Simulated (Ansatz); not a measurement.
Ansatz (a first-principles code) input (HF/3-21G): The .json file is the Basis Set Exchange's 3-21G.

Ansatz 0.2 input:
```yaml
crystal:
  periodic: [false, false, false]
  atoms:
    - {symbol: Cd, position_ang: [-0.00000000, -0.00000000, -0.62044047]}
    - {symbol: Cl, position_ang: [0.00000000, 0.00000000, 1.75183193]}
basis:
  gaussian:
    orbitals: 3-21G.json
hamiltonian:
  xc: {name: HF}
total_charge: 1
phonons: {temperatures: {t_min: 298.15, t_max: 298.15, t_step: 100}}
```

Output:

```
WARN ansatz: RAYON_NUM_THREADS=1 ignored (pool sized by the plan → 1); use --threads N
Functional definition: HF
integrals: 0.01 GiB planned
686 factors; integrals over basis functions are off by at most 2.4e-4 eV
mean field: 0.13 GiB planned
mean field evaluation 1: about -160468.3291 eV, gradient 3.4e1 eV
mean field evaluation 2: about -160468.3348 eV, gradient 3.4e1 eV
mean field evaluation 4: about -160472.0770 eV, gradient 1.5e0 eV
mean field evaluation 8: about -160472.0936 eV, gradient 4.2e-4 eV
mean field -160472.09358540 eV, -5897.2406673718 hartree, gradient 1.8e-5 eV, S^2 0.000000; 0 other end points of the search recorded, 0 dependent functions left out
the calculation of the forces begins
reference -160472.09358540 eV, -5897.2406673718 hartree; 32, 32 occupied and 20, 20 virtual orbitals, 686 factors
these checks for a lower state are left out or cut short: stability, starts, cluster_reference, orbital_swaps, neighbouring_geometries, increment
integrals: 0.01 GiB planned
686 factors; integrals over basis functions are off by at most 2.4e-4 eV
mean field: 0.13 GiB planned
mean field evaluation 16: about -160472.0936 eV, gradient 2.7e-5 eV
mean field -160472.09358540 eV, -5897.2406673718 hartree, gradient 8.8e-7 eV, S^2 0.000000; 0 other end points of the search recorded, 0 dependent functions left out
the calculation of the forces begins
reference -160472.09358540 eV, -5897.2406673718 hartree; 32, 32 occupied and 20, 20 virtual orbitals, 686 factors
these checks for a lower state are left out or cut short: stability, starts, cluster_reference, orbital_swaps, neighbouring_geometries, increment
integrals: 0.01 GiB planned
686 factors; integrals over basis functions are off by at most 2.4e-4 eV
mean field: 0.13 GiB planned
mean field -160472.09358540 eV, -5897.2406673718 hartree, gradient 8.8e-7 eV, S^2 0.000000; 0 other end points of the search recorded, 0 dependent functions left out
the calculation of the forces begins
reference -160472.09358540 eV, -5897.2406673718 hartree; 32, 32 occupied and 20, 20 virtual orbitals, 686 factors
these checks for a lower state are left out or cut short: stability, starts, cluster_reference, orbital_swaps, neighbouring_geometries, increment
integrals: 0.01 GiB planned
686 factors; integrals over basis functions are off by at most 2.4e-4 eV
mean field: 0.13 GiB planned
mean field evaluation 32: about -160472.0936 eV, gradient 1.4e-6 eV
mean field -160472.09358540 eV, -5897.2406673718 hartree, gradient 8.8e-7 eV, S^2 0.000000; 0 other end points of the search recorded, 0 dependent functions left out
the calculation of the forces begins
reference -160472.09358540 eV, -5897.2406673718 hartree; 32, 32 occupied and 20, 20 virtual orbitals, 686 factors
these checks for a lower state are left out or cut short: stability, starts, cluster_reference, orbital_swaps, neighbouring_geometries, increment
integrals: 0.01 GiB planned
686 factors; integrals over basis functions are off by at most 2.4e-4 eV
mean field: 0.13 GiB planned
mean field -160472.09358540 eV, -5897.2406673718 hartree, gradient 8.8e-7 eV, S^2 0.000000; 0 other end points of the search recorded, 0 dependent functions left out
the calculation of the forces begins
reference -160472.09358540 eV, -5897.2406673718 hartree; 32, 32 occupied and 20, 20 virtual orbitals, 686 factors
these checks for a lower state are left out or cut short: stability, starts, cluster_reference, orbital_swaps, neighbouring_geometries, increment
integrals: 0.01 GiB planned
686 factors; integrals over basis functions are off by at most 2.4e-4 eV
mean field: 0.13 GiB planned
mean field -160472.09354017 eV, -5897.2406657097 hartree, gradient 2.3e-6 eV, S^2 0.000000; 0 other end points of the search recorded, 0 dependent functions left out
the calculation of the forces begins
reference -160472.09354017 eV, -5897.2406657097 hartree; 32, 32 occupied and 20, 20 virtual orbitals, 686 factors
these checks for a lower state are left out or cut short: stability, starts, cluster_reference, orbital_swaps, neighbouring_geometries, increment
integrals: 0.01 GiB planned
686 factors; integrals over basis functions are off by at most 2.4e-4 eV
mean field: 0.13 GiB planned
mean field -160472.09354859 eV, -5897.2406660191 hartree, gradient 2.3e-6 eV, S^2 0.000000; 0 other end points of the search recorded, 0 dependent functions left out
the calculation of the forces begins
reference -160472.09354859 eV, -5897.2406660191 hartree; 32, 32 occupied and 20, 20 virtual orbitals, 686 factors
these checks for a lower state are left out or cut short: stability, starts, cluster_reference, orbital_swaps, neighbouring_geometries, increment
integrals: 0.01 GiB planned
686 factors; integrals over basis functions are off by at most 2.4e-4 eV
mean field: 0.13 GiB planned
mean field -160472.09358540 eV, -5897.2406673718 hartree, gradient 8.8e-7 eV, S^2 0.000000; 0 other end points of the search recorded, 0 dependent functions left out
the calculation of the forces begins
reference -160472.09358540 eV, -5897.2406673718 hartree; 32, 32 occupied and 20, 20 virtual orbitals, 686 factors
these checks for a lower state are left out or cut short: stability, starts, cluster_reference, orbital_swaps, neighbouring_geometries, increment
integrals: 0.01 GiB planned
686 factors; integrals over basis functions are off by at most 2.4e-4 eV
mean field: 0.13 GiB planned
mean field evaluation 64: about -160472.0918 eV, gradient 5.7e-2 eV
mean field -160472.09358540 eV, -5897.2406673718 hartree, gradient 8.8e-7 eV, S^2 0.000000; 0 other end points of the search recorded, 0 dependent functions left out
the calculation of the forces begins
reference -160472.09358540 eV, -5897.2406673718 hartree; 32, 32 occupied and 20, 20 virtual orbitals, 686 factors
these checks for a lower state are left out or cut short: stability, starts, cluster_reference, orbital_swaps, neighbouring_geometries, increment
integrals: 0.01 GiB planned
686 factors; integrals over basis functions are off by at most 2.4e-4 eV
mean field: 0.13 GiB planned
mean field -160472.09358540 eV, -5897.2406673718 hartree, gradient 8.8e-7 eV, S^2 0.000000; 0 other end points of the search recorded, 0 dependent functions left out
the calculation of the forces begins
reference -160472.09358540 eV, -5897.2406673718 hartree; 32, 32 occupied and 20, 20 virtual orbitals, 686 factors
these checks for a lower state are left out or cut short: stability, starts, cluster_reference, orbital_swaps, neighbouring_geometries, increment
integrals: 0.01 GiB planned
686 factors; integrals over basis functions are off by at most 2.4e-4 eV
mean field: 0.13 GiB planned
mean field -160472.09358540 eV, -5897.2406673718 hartree, gradient 8.8e-7 eV, S^2 0.000000; 0 other end points of the search recorded, 0 dependent functions left out
the calculation of the forces begins
reference -160472.09358540 eV, -5897.2406673718 hartree; 32, 32 occupied and 20, 20 virtual orbitals, 686 factors
these checks for a lower state are left out or cut short: stability, starts, cluster_reference, orbital_swaps, neighbouring_geometries, increment
integrals: 0.01 GiB planned
686 factors; integrals over basis functions are off by at most 2.4e-4 eV
mean field: 0.13 GiB planned
mean field -160472.09354859 eV, -5897.2406660191 hartree, gradient 2.3e-6 eV, S^2 0.000000; 0 other end points of the search recorded, 0 dependent functions left out
the calculation of the forces begins
reference -160472.09354859 eV, -5897.2406660191 hartree; 32, 32 occupied and 20, 20 virtual orbitals, 686 factors
these checks for a lower state are left out or cut short: stability, starts, cluster_reference, orbital_swaps, neighbouring_geometries, increment
integrals: 0.01 GiB planned
686 factors; integrals over basis functions are off by at most 2.4e-4 eV
mean field: 0.13 GiB planned
mean field evaluation 96: about -160472.0935 eV, gradient 1.1e-6 eV
mean field -160472.09354017 eV, -5897.2406657097 hartree, gradient 2.3e-6 eV, S^2 0.000000; 0 other end points of the search recorded, 0 dependent functions left out
the calculation of the forces begins
reference -160472.09354017 eV, -5897.2406657097 hartree; 32, 32 occupied and 20, 20 virtual orbitals, 686 factors
Total energy: -160472.09358540 eV, -5897.2406673718 hartree
Atom 0 at    -0.000000    -0.000000    -0.620440 Å, force     0.000000     0.000000    -0.001631 eV/Å
Atom 1 at     0.000000     0.000000     1.751832 Å, force    -0.000000     0.000000     0.001631 eV/Å
Dipole moment:     0.000000    -0.000000    -1.856123 e Å
Vibrations: 363.92 cm⁻¹, zero-point energy 0.022560 eV
```

The blocks after the first are displaced geometries, from whose forces the wavenumbers follow.

The dipole moment of an ion depends on the origin.
